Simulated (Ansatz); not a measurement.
`[CH3][Al]1[CH2][C]1(F)F`, relaxed with RKS PBE0-D4/def2-TZVP in Ansatz 0.2.0 from a PBE-D4/def2-SVP geometry. The force threshold is 0.005 eV/Å; the program also tests the step.

The species carries charge 0 and has multiplicity 1.

Start:

```xyz
11

C     1.507    1.459    0.964
Al    0.294    0.194    0.092
C    -1.421   -0.733   -0.003
C    -0.476   -1.100   -1.177
F    -0.943   -0.565   -2.362
F    -0.279   -2.439   -1.372
H     1.345    1.469    2.062
H     1.304    2.485    0.591
H     2.572    1.231    0.761
H    -2.450   -0.425   -0.279
H    -1.453   -1.575    0.724
```

```json
{"step": "1", "energy (eV)": "-15213.3694", "largest force (eV/Å)": "0.610", "largest move (Å)": "0.000"}
{"step": "2", "energy (eV)": "-15213.4094", "largest force (eV/Å)": "0.184", "largest move (Å)": "0.021"}
{"step": "3", "energy (eV)": "-15213.4154", "largest force (eV/Å)": "0.090", "largest move (Å)": "0.027"}
{"step": "4", "energy (eV)": "-15213.4159", "largest force (eV/Å)": "0.021", "largest move (Å)": "0.007"}
{"step": "5", "energy (eV)": "-15213.4161", "largest force (eV/Å)": "0.015", "largest move (Å)": "0.006"}
{"step": "6", "energy (eV)": "-15213.4162", "largest force (eV/Å)": "0.009", "largest move (Å)": "0.010"}
{"step": "7 (rejected)", "energy (eV)": "-15213.4162", "largest force (eV/Å)": "0.011", "largest move (Å)": "0.003"}
{"step": "8", "energy (eV)": "-15213.4162", "largest force (eV/Å)": "0.006", "largest move (Å)": "0.002"}
{"step": "9", "energy (eV)": "-15213.4163", "largest force (eV/Å)": "0.013", "largest move (Å)": "0.006"}
{"step": "10", "energy (eV)": "-15213.4163", "largest force (eV/Å)": "0.015", "largest move (Å)": "0.005"}
{"step": "11", "energy (eV)": "-15213.4163", "largest force (eV/Å)": "0.008", "largest move (Å)": "0.007"}
{"step": "12", "energy (eV)": "-15213.4163", "largest force (eV/Å)": "0.004", "largest move (Å)": "0.002"}
```

End:

```xyz
11

C     1.492    1.446    0.953
Al    0.260    0.195    0.132
C    -1.419   -0.740    0.007
C    -0.455   -1.072   -1.155
F    -0.928   -0.554   -2.333
F    -0.250   -2.398   -1.359
H     1.357    1.476    2.037
H     1.300    2.454    0.570
H     2.532    1.198    0.734
H    -2.418   -0.417   -0.283
H    -1.471   -1.589    0.697
```

It took 53 s on 4 threads of an Arm Neoverse V1 on a shared host, with 0.6 GiB of host memory at the peak.
